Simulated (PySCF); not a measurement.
**TlF3 at several levels of theory**

Computed with PySCF 2.14.0 (density fitting, no spin-orbit coupling) at the geometry relaxed with PBE0:

```xyz
4
TlF3 (singlet)
Tl    0.2712    0.0000    0.0000
F    -0.6057    0.0000    1.8078
F    -0.6057    0.0000   -1.8078
F     2.2896    0.0000    0.0000
```

```json
{"level": "PBE0", "basis": "Tl def2-SVP with ECP60, F def2-SVP", "state": "singlet", "HOMO (eV)": "-10.59", "gap (eV)": "6.08", "charge on Tl1 (e)": "1.16", "dipole about the centre of mass (D)": "0.68", "largest force component (eV/Å)": "0.04"}
{"level": "TPSS", "basis": "the same", "state": "singlet", "HOMO (eV)": "-8.69", "gap (eV)": "3.50", "charge on Tl1 (e)": "1.03", "dipole about the centre of mass (D)": "0.62", "largest force component (eV/Å)": "0.57"}
{"level": "PBE0", "basis": "Tl def2-TZVP with ECP60, F def2-TZVP", "state": "singlet", "HOMO (eV)": "-10.88", "gap (eV)": "6.14", "charge on Tl1 (e)": "1.26", "dipole about the centre of mass (D)": "0.69", "largest force component (eV/Å)": "0.42"}
{"level": "PBE0", "basis": "Tl x2c-SVPall, F x2c-SVPall", "state": "singlet", "HOMO (eV)": "-10.52", "gap (eV)": "6.03", "charge on Tl1 (e)": "1.20", "dipole about the centre of mass (D)": "0.68", "largest force component (eV/Å)": "0.42"}
```

Charges are Mulliken's, which hang on the basis. The relaxation used the grid (50, 194), these runs (75, 302) or, all-electron (x2c bases, spin-free X2C Hamiltonian), (99, 590).

Question: A further run in the first row's basis gives HOMO (eV) -8.43, gap (eV) 3.24, charge on Tl1 (e) 0.95, dipole about the centre of mass (D) 0.60, largest force component (eV/Å) 0.91. Which level was it?
A. BLYP
B. B3LYP
C. CAM-B3LYP

Answer: A. The others give HOMO -11.99 eV (CAM-B3LYP); -10.25 eV (B3LYP).

In the first row's basis the gap widens with exact exchange: 3.2 to 3.5 eV for BLYP, TPSS (none); 5.5 to 6.1 eV for B3LYP, PBE0 (a fixed share); 8.6 eV for CAM-B3LYP (rising or full at long range).
